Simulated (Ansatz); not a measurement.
Ansatz results at the PBE0-D4/def2-TZVP geometry: HOMO energy (PBE0/def2-TZVPP) -8.37 eV; LUMO energy (ωB97M-V/def2-TZVPP) 2.47 eV; HOMO–LUMO gap (PBE/def2-TZVPP) 7.29 eV.

Each molecule was computed in one conformer, which needn't be the lowest.

(1) Which molecule gave them?
A. `CCC(C(C)=O)C(C)=O`
B. `CCCCCCCCC`
C. `[O+]#[Ge-]`
D. `CC1OCCO1`

## Answers

(1) B. The others give `[O+]#[Ge-]`: -8.48, 0.01, 4.33; `CC1OCCO1`: -7.46, 2.85, 6.41; `CCC(C(C)=O)C(C)=O`: -7.22, 0.96, 3.32.
